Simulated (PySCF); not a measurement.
# Dipole response of Se²⁺ (selenium, charge +2)

[Ar] 3d10 4s2 4p2, high-spin 3P determinant. All numbers are calculated (PySCF 2.14, a scalar-relativistic core potential, in aug-cc-pVQZ-PP with one added diffuse shell each of s, p, d, f, g type with ECP10MDF (8s7p6d4f3g, 114 functions)). Coupled (time-dependent) response in atomic units; α is the mean over directions.

```json
{"method": "TPSSh", "mean α (bohr³)": "9.419", "α xx, yy, zz": "9.351, 9.452, 9.452", "C₆ (like pair)": "43.89", "S(−4)": "24.02"}
```

S(−4) is the Cauchy moment in α(ω) = α(0) + S(−4) ω² + …

Spin-orbit coupling is absent.

α(iu) at TPSSh:

```
u (hartree)  α(iu) (bohr³)
          0          9.419
     0.0500          9.359
      0.100          9.185
      0.200          8.555
      0.300          7.689
      0.500          5.854
      0.750          4.059
       1.00          2.890
       1.50          1.655
       2.00          1.081
       3.00         0.5836
       5.00         0.2627
```

A single London oscillator, α(iu) = α/(1 + u²/ω²), gives C₆ = (3/4) ω α². Matching the computed C₆ needs ω = 4 × 43.89 / (3 × 9.419²) = 0.660 hartree.

For an ion, C₆ is the dispersion term alone; charge-induced terms of lower order in 1/R come first.

The components differ because the open shell of this determinant is not spherical; for a pure term their mean is the scalar polarisability.

Energies and moments cover only the electrons outside the core potential.
